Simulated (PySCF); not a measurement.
Molecule: `InChI=1S/B3H9N2O2/c6-3(7)2-4-1-5-2/h2,6-7H,1,4-5H2`.

Cartesian coordinates in Å; atom numbers follow the order of the lines, from 1:
```xyz
16

O     2.8273   -0.2292   -0.4580
B     1.5748    0.3023   -0.2275
O     1.4635    1.6145   -0.5843
B     0.2389   -0.5370    0.4387
N    -1.0412   -0.5922   -0.5187
B    -1.8993    0.0010    0.6773
N    -0.5862    0.3129    1.5082
H     2.9391   -1.1428   -0.2066
H     2.2775    1.9738   -0.9436
H     0.4432   -1.6306    0.8771
H    -0.9755    0.0338   -1.3100
H    -1.3134   -1.5060   -0.8545
H    -2.5044    0.9781    0.3752
H    -2.5491   -0.8442    1.1991
H    -0.5687   -0.0176    2.4633
H    -0.3340    1.2922    1.5025
```

Frames of a GFN2-xTB Langevin trajectory at 200 K; GIAO PBE0/pcSseg-1 shieldings in PySCF, gas phase, non-relativistic; equivalent atoms averaged within each frame.

δ = σ(ref) − σ, references computed at the same level: $^{17}$O (σref 336.08) vs H2O; $^{11}$B (σref 100.07) against BF3·OEt2; NH3 for $^{15}$N (σref 267.73); TMS for $^{1}$H (σref 31.72). The references are static minima.

Q: How do the shifts (ppm) fluctuate along the trajectory?

A: 
```csv
time (fs),O1/O3,B2,B4,B6,N5/N7,H8/H9,H10,H14,H13,H11/H16
250,138.0,32.3,-14.2,-15.1,26.4,4.07,3.81,3.29,3.16,2.61
425,140.5,31.3,-13.7,-12.1,32.2,4.49,3.23,3.67,3.24,2.18
625,136.4,30.9,-14.7,-10.5,24.9,4.44,4.06,4.20,3.58,1.81
800,131.1,29.6,-12.1,-15.0,26.6,4.42,3.25,3.48,3.30,2.39
1000,137.7,35.3,-15.1,-12.5,19.8,3.90,3.57,3.47,4.05,1.40
mean of frames,136.7,31.9,-14.0,-13.0,26.0,4.26,3.58,3.62,3.46,2.08
standard deviation,3.5,2.1,1.2,2.0,4.4,0.26,0.36,0.35,0.36,0.48
```

5 frames give an uncertainty of the mean of about the standard deviation over 2.2 at best, since frames this close in time may not be independent; classical motion lacks zero-point vibration, and the reference would need the same averaging.
